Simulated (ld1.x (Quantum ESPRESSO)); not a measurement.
## Pseudopotential generation for Al: ultrasoft, PBE, scalar-relativistic.

The input file (ld1.x (Quantum ESPRESSO) 7.5):

```
&input
   title='Al', zed=13., rel=1, dft='PBE', iswitch=3,
   config='[Ne] 3s1.5 3p0 3d-2',
   nld=3, rlderiv=2.30, eminld=-3.0, emaxld=5.0, deld=0.02
 /
 &inputp
   pseudotype=3, tm=.true., lloc=-2, rcloc=1.85,
   nlcc=.false.,
   file_pseudopw='Al.UPF', file_wfcaegen='ae.wfc', file_wfcncgen='nc.wfc', file_beta='beta', file_chi='chi', file_wfcusgen='us.wfc'
 /
5
3S  1  0   1.50   0.00  1.95  2.10  0.0
3S  1  0   0.00  -0.25  1.95  2.10  0.0
3P  2  1   0.00   0.00  0.60  0.75  0.0
3P  2  1   0.00  -0.05  0.60  0.75  0.0
3D  3  2  -2.00   0.25  1.95  2.05  0.0
 &test
   configts(1)='3s1.5 3p0'
 /
```

Command:

```bash
ld1.x < Al.in > Al.out
```

The program printed (shortened: banner, matrices, multipoles, cross overlaps and the repeated all-electron block are left out):

```
Program LD1 v.7.5

     !!!!!!!!!!!!!!!!!!! WARNING !!!!!!!!!!!!!!!!!!!!!!!
     Message from routine ld1_readin:
     US requires at least two energies per channel 3D
     !!!!!!!!!!!!!!!!!!!!!!!!!!!!!!!!!!!!!!!!!!!!!!!!!!!
     --------------------------- All-electron run ----------------------------

     Al
     scalar relativistic calculation

     atomic number is 13.00
     dft =PBE   lsd =0 sic =0 latt =0  beta=0.20 tr2=1.0E-14
     Exchange-correlation= PBE
                           (   1   4   3   4   0   0   0)
     mesh =1135 r(mesh) = 100.48924 a.u. xmin = -7.00 dx = 0.01250
     1 Ry =  13.60569312 eV, c = 137.03599908

     n l     nl                  e(Ry)          e(Ha)          e(eV)
     1 0     1S 1( 2.00)      -112.1387       -56.0693     -1525.7245
     2 0     2S 1( 2.00)        -8.9978        -4.4989      -122.4215
     2 1     2P 1( 6.00)        -6.1675        -3.0837       -83.9129
     3 0     3S 1( 1.50)        -1.4111        -0.7056       -19.1993
     3 1     3P 1( 0.00)        -0.9582        -0.4791       -13.0374

     final scf error:  4.4E-16 reached in  22 iterations

     Etot =    -484.322675 Ry,    -242.161338 Ha,   -6589.545691 eV

     Ekin =     485.257451 Ry,     242.628725 Ha,    6602.263958 eV
     Encl =   -1146.782009 Ry,    -573.391005 Ha,  -15602.764100 eV
     Eh   =     213.427124 Ry,     106.713562 Ha,    2903.823959 eV
     Exc  =     -36.225241 Ry,     -18.112620 Ha,    -492.869509 eV

     normalization and overlap integrals

     s(1S/1S) =  1.000000  <r> =   0.1202  <r2> =    0.0195  r(max) =   0.0779
     s(2S/2S) =  1.000000  <r> =   0.6254  <r2> =    0.4689  r(max) =   0.4954
     s(2P/2P) =  1.000000  <r> =   0.6020  <r2> =    0.4605  r(max) =   0.4264
     s(3S/3S) =  1.000000  <r> =   2.2860  <r2> =    6.0038  r(max) =   1.9592
     s(3P/3P) =  1.000000  <r> =   2.7117  <r2> =    8.5291  r(max) =   2.2763

     ------------------------ End of All-electron run ------------------------

     --------------------- Generating US pseudopotential ---------------------

      Generating local potential from pseudized AE potential:
      Matching radius rcloc =   1.8500
      Enforcing V''(0)=0 (lloc=-2)

      Local pseudo, rcloc= 1.841 Estimated cut-off energy=     8.06 Ry

      Wfc   3S  rcut= 1.935  Using Troullier-Martins method
      Wfc-us  3S rcutus= 2.086  Estimated cut-off energy=    10.42 Ry

      Wfc   3S  rcut= 1.935  Using Troullier-Martins method
      Wfc-us  3S rcutus= 2.086  Estimated cut-off energy=    12.83 Ry

      Wfc   3P  rcut= 0.598  Using Troullier-Martins method
      Wfc-us  3P rcutus= 0.748  Estimated cut-off energy=   186.19 Ry

      Wfc   3P  rcut= 0.598  Using Troullier-Martins method
      Wfc-us  3P rcutus= 0.748  Estimated cut-off energy=   200.59 Ry

      Wfc   3D  rcut= 1.935  Using Troullier-Martins method
      Wfc-us  3D rcutus= 2.034  Estimated cut-off energy=    26.83 Ry

     ------------------- End of pseudopotential generation -------------------

     Computing logarithmic derivative in   2.29061

       Warning: n=2, l=1 expected 0 nodes, found 1
       Setting wfc to zero for this iteration
       (This warning will only be printed once per wavefunction)

       Zero norm: self consistency problem; state:  2 (l=  1, j=0.0)
     Computing logarithmic derivative in   2.29061
     Computing the partial wave expansion
     R is outside the sphere for l=    0 j= 0.00
     R is outside the sphere for l=    0 j= 0.00
     R is outside the sphere for l=    1 j= 0.00
     R is outside the sphere for l=    1 j= 0.00
     R is outside the sphere for l=    2 j= 0.00

     ---------------------- Testing the pseudopotential ----------------------

     Al
     scalar relativistic calculation

     atomic number is 13.00   valence charge is  3.00
     dft =PBE   lsd =0 sic =0 latt =0  beta=0.20 tr2=1.0E-14
     mesh =1135 r(mesh) = 100.48924 xmin = -7.00 dx = 0.01250

     n l     nl             e AE (Ry)        e PS (Ry)    De AE-PS (Ry)
     1 0     3S   1( 1.50)       -1.41112       -1.41112        0.00000
     2 1     3P   1( 0.00)       -0.95823       -0.95823        0.00000

     eps = 3.7E-16  iter =  3

     Etot =    -484.322675 Ry,    -242.161338 Ha,   -6589.545691 eV
     Etotps =    -2.828921 Ry,      -1.414461 Ha,     -38.489432 eV

     Ekin =       0.691185 Ry,       0.345592 Ha,       9.404045 eV
     Encl =      -4.280469 Ry,      -2.140235 Ha,     -58.238753 eV
     Ehrt =       0.883460 Ry,       0.441730 Ha,      12.020088 eV
     Ecxc =      -0.600017 Ry,      -0.300008 Ha,      -8.163644 eV
     Epseu=       0.476920 Ry,       0.238460 Ha,       6.488832 eV

     ---------------------- End of pseudopotential test ----------------------
```

Note: ghost state, extra bound levels that the all-electron valence spectrum of the same l lacks: p at -78.1 eV. A true bound ghost makes a file unfit for plane-wave use. The 3p radius (0.60 bohr) lies inside the outermost node of the all-electron wave (0.81 bohr), which a nodeless pseudo-wave cannot match soundly.

Generation and configuration tests took about 1.8 s on one core of a shared server CPU.

Transferability test of the new file with ld1.x, input:

```
&input
   title='Al', zed=13., rel=1, dft='PBE', iswitch=2,
   config='[Ne] 3s1.5 3p0 3d-2'
 /
 &test
   file_pseudo='Al.UPF', nconf=8,
   configts(1)='3s1.5 3p0',
   configts(2)='3s2 3p1',
   configts(3)='3s2 3p0',
   configts(4)='3s1 3p0',
   configts(5)='3s0 3p3',
   configts(6)='3s1 3p2',
   configts(7)='3s2 3p1.3',
   configts(8)='3s2 3p0.5'
 /
```

```bash
ld1.x < Al.test.in > Al.test.out
```

Pseudopotential blocks of its output, shortened (energy terms left out; the distinct warnings before each block abridged to one line each):

```
     Warning: n=2, l=1 expected 0 nodes, found 1
     ---------------------- Testing the pseudopotential ----------------------

     n l     nl             e AE (Ry)        e PS (Ry)    De AE-PS (Ry)
     1 0     3S   1( 1.50)       -1.41112       -1.41112        0.00000
     2 1     3P   1( 0.00)       -0.95823       -0.95823        0.00000

     eps = 3.8E-16  iter =  3

     Etot =    -484.322675 Ry,    -242.161338 Ha,   -6589.545692 eV
     Etotps =    -2.828921 Ry,      -1.414461 Ha,     -38.489432 eV

     ---------------------- End of pseudopotential test ----------------------

          BEWARE! Errors in PS-KS equations
     Warning: n=1, l=0 expected 0 nodes, found 1
     ---------------------- Testing the pseudopotential ----------------------

     n l     nl             e AE (Ry)        e PS (Ry)    De AE-PS (Ry)
     1 0     3S   1( 2.00)       -0.56982       -1.08925        0.51943  !
     2 1     3P   1( 1.00)       -0.19934       -0.19934        0.00000

     eps = 6.4E-15  iter = 24

     Etot =    -485.370441 Ry,    -242.685221 Ha,   -6603.801276 eV
     Etotps =    -3.652864 Ry,      -1.826432 Ha,     -49.699746 eV
     dEtot_ae =      -1.047766 Ry
     dEtot_ps =      -0.823943 Ry,   Delta E=      -0.223823 Ry

     ---------------------- End of pseudopotential test ----------------------

          ---------------------- Testing the pseudopotential ----------------------

     n l     nl             e AE (Ry)        e PS (Ry)    De AE-PS (Ry)
     1 0     3S   1( 2.00)       -1.08854       -1.08925        0.00071
     2 1     3P   1( 0.00)       -0.66543       -0.66543        0.00000

     eps = 6.8E-15  iter = 29

     Etot =    -484.946999 Ry,    -242.473499 Ha,   -6598.040044 eV
     Etotps =    -3.453526 Ry,      -1.726763 Ha,     -46.987612 eV
     dEtot_ae =      -0.624323 Ry
     dEtot_ps =      -0.624605 Ry,   Delta E=       0.000281 Ry

     ---------------------- End of pseudopotential test ----------------------

          ---------------------- Testing the pseudopotential ----------------------

     n l     nl             e AE (Ry)        e PS (Ry)    De AE-PS (Ry)
     1 0     3S   1( 1.00)       -1.74543       -1.74027       -0.00517  !
     2 1     3P   1( 0.00)       -1.26440       -1.26440        0.00000

     eps = 5.4E-15  iter = 31

     Etot =    -483.533964 Ry,    -241.766982 Ha,   -6578.814726 eV
     Etotps =    -2.041144 Ry,      -1.020572 Ha,     -27.771186 eV
     dEtot_ae =       0.788711 Ry
     dEtot_ps =       0.787777 Ry,   Delta E=       0.000935 Ry

     ---------------------- End of pseudopotential test ----------------------

          BEWARE! Errors in PS-KS equations
     ---------------------- Testing the pseudopotential ----------------------

     n l     nl             e AE (Ry)        e PS (Ry)    De AE-PS (Ry)
     1 0     3S   1( 0.00)       -0.68211       -0.68211        0.00000
     2 1     3P   1( 3.00)       -0.28605       -0.28605        0.00000

     eps = 6.3E-31  iter =  3

     Etot =    -484.602331 Ry,    -242.301166 Ha,   -6593.350606 eV
     Etotps =    -0.858146 Ry,      -0.429073 Ha,     -11.675669 eV
     dEtot_ae =      -0.279656 Ry
     dEtot_ps =       1.970775 Ry,   Delta E=      -2.250431 Ry

     ---------------------- End of pseudopotential test ----------------------

          BEWARE! Errors in PS-KS equations
     ---------------------- Testing the pseudopotential ----------------------

     n l     nl             e AE (Ry)        e PS (Ry)    De AE-PS (Ry)
     1 0     3S   1( 1.00)       -0.63016       -0.81495        0.18479  !
     2 1     3P   1( 2.00)       -0.24571       -0.24571        0.00000

     eps = 2.3E-28  iter =  6

     Etot =    -484.992719 Ry,    -242.496359 Ha,   -6598.662099 eV
     Etotps =    -1.306380 Ry,      -0.653190 Ha,     -17.774203 eV
     dEtot_ae =      -0.670044 Ry
     dEtot_ps =       1.522541 Ry,   Delta E=      -2.192585 Ry

     ---------------------- End of pseudopotential test ----------------------

          BEWARE! Errors in PS-KS equations
     ---------------------- Testing the pseudopotential ----------------------

     n l     nl             e AE (Ry)        e PS (Ry)    De AE-PS (Ry)
     1 0     3S   1( 2.00)       -0.44077       -1.08925        0.64848  !
     2 1     3P   1( 1.30)       -0.08482       -0.08482        0.00000

     eps = 8.6E-15  iter = 52

     Etot =    -485.412675 Ry,    -242.706338 Ha,   -6604.375895 eV
     Etotps =    -3.563796 Ry,      -1.781898 Ha,     -48.487916 eV
     dEtot_ae =      -1.090000 Ry
     dEtot_ps =      -0.734875 Ry,   Delta E=      -0.355125 Ry

     ---------------------- End of pseudopotential test ----------------------

          BEWARE! Errors in PS-KS equations
     ---------------------- Testing the pseudopotential ----------------------

     n l     nl             e AE (Ry)        e PS (Ry)    De AE-PS (Ry)
     1 0     3S   1( 2.00)       -0.81538       -1.08925        0.27387  !
     2 1     3P   1( 0.50)       -0.41902       -0.41902        0.00000

     eps = 8.7E-15  iter = 31

     Etot =    -485.217152 Ry,    -242.608576 Ha,   -6601.715673 eV
     Etotps =    -3.663037 Ry,      -1.831519 Ha,     -49.838161 eV
     dEtot_ae =      -0.894477 Ry
     dEtot_ps =      -0.834116 Ry,   Delta E=      -0.060361 Ry

     ---------------------- End of pseudopotential test ----------------------
```
